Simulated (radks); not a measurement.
Question: La+, configuration [Xe] 4f2 (not the ground configuration). All-electron calculation, scalar-relativistic Kohn-Sham, SCAN, spin-polarised, spherical densities, finite nucleus; open shells are filled with parallel spins first (spin-orbit coupling, left out, can overturn this in heavy ions); meta-GGA in the generalised Kohn-Sham scheme; Fermi nuclear charge, rms radius 4.855 fm. Program: a radial shooting solver on a logarithmic mesh with Libxc functionals. Some entries of the table are withheld. Estimate them.

orbital,occ.,eigenvalue (Ry),<r^2> (bohr^2)
1s down,1,-2852.386,0.0008540
1s up,1,-2852.386,0.0008540
2s down,1,-455.1944,0.01361
2s up,1,-455.1944,0.01361
2p down,3,-407.6556,0.01084
2p up,3,-407.6554,0.01084
3s up,1,-97.57628,0.09253
3s down,1,-97.55338,0.09250
3p up,3,-82.27350,0.09273
3p down,3,-82.24993,0.09269
3d up,5,-60.34826,0.07971
3d down,5,-60.32886,0.07966
4s up,1,-19.62407,0.4860
4s down,1,-19.55091,0.4857
4p up,3,-14.64094,0.5516
4p down,3,-14.56378,0.5510
4d up,5,(1),(2)
4d down,5,(3),(4)
5s up,1,-2.96352,2.906
5s down,1,-2.91014,2.954
5p up,3,-1.78792,4.021
5p down,3,-1.74047,4.052
4f up,2,-0.17249,11.56

Answer: 
(1) 4d up eigenvalue (Ry): -7.43221
(2) 4d up <r^2> (bohr^2): 0.7012
(3) 4d down eigenvalue (Ry): -7.34668
(4) 4d down <r^2> (bohr^2): 0.7005
